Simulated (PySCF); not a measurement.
Mg(Me)2 cation (C2H6Mg), SMILES [Mg]([CH3])[CH3] (connectivity only; charge and spin as stated), charge +1, multiplicity 2.

Geometry: B3LYP-D3(BJ)/def2-TZVP. The spin state was assumed, not searched. The isomer is the one that the SMILES or the coordinates give; other isomers of the formula were not compared.

Two levels are set side by side: PBE/def2-TZVPD (PySCF) and r2SCAN/def2-TZVPD (PySCF). Same geometry, gas phase. Differences are taken from unrounded values.

| quantity | r2SCAN | PBE | PBE minus r2SCAN |
|---|---|---|---|
| α-spin orbital gap (eV) | 5.99 | 5.07 | -0.92 |
| β-spin orbital gap (eV) | 1.42 | 1.26 | -0.16 |
| mean polarisability (bohr³) | 86.1 | 74.6 | -11.5 |

Rough cost on one machine, each run with all the roots and properties that it gave: r2SCAN against PBE about 2 times.
